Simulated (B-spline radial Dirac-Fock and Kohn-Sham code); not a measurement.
Satellites and hypersatellites of the K lines of Sm⁺

System: the Sm⁺ ion in the configuration [Xe] 4f6 6s1.

The run's input, task.json:

```json
{"items": [{
  "Z": 62,
  "q": 1,
  "cfg": [[1, 0, 2], [2, 0, 2], [2, 1, 6], [3, 0, 2], [3, 1, 6], [3, 2, 10], [4, 0, 2], [4, 1, 6], [4, 2, 10], [4, 3, 6], [5, 0, 2], [5, 1, 6], [6, 0, 1]],
  "A": 152,
  "rrms": 5.0819,
  "do": ["binding", "quiet", "double"]
}]}
```

Launch: `python xray_run.py task.json out`

These are calculated numbers from a radial finite-basis atomic code; the model is Dirac-Fock (average of configuration) total-energy differences with a finite nucleus, the Breit interaction including its frequency dependence, and self-energy and vacuum-polarisation corrections. Each two-hole energy is an average over J within one jj subconfiguration, not an observable level; in light atoms, where LS coupling holds, the j-resolved values are not observed lines, and for a K spectator the Kα1 hypersatellite is nearly forbidden. No correlation.

Lines without a spectator: Kα2 (K-L2) 39520.6 eV, Kα1 (K-L3) 40116.3 eV, Kβ3 (K-M2) 45288.1 eV, Kβ1 (K-M3) 45410.8 eV. Shifts in eV with one spectator hole (a dash: not computed, or left out as unreliable):

```
spectator hole     Kα2     Kα1     Kβ3     Kβ1
        K (1s)  +762.2  +801.1  +980.3  +989.1
    L2 (2p1/2)   +90.7  +117.8       –  +237.6
    L3 (2p3/2)   +78.9   +82.3  +195.8       –
    M2 (3p1/2)       –  +16.54   +34.8   +41.5
    M3 (3p3/2)  +10.64       –   +32.7   +32.5
    M4 (3d3/2)   +3.14   -0.13       –       –
    M5 (3d5/2)   -1.20   +1.73       –       –
```
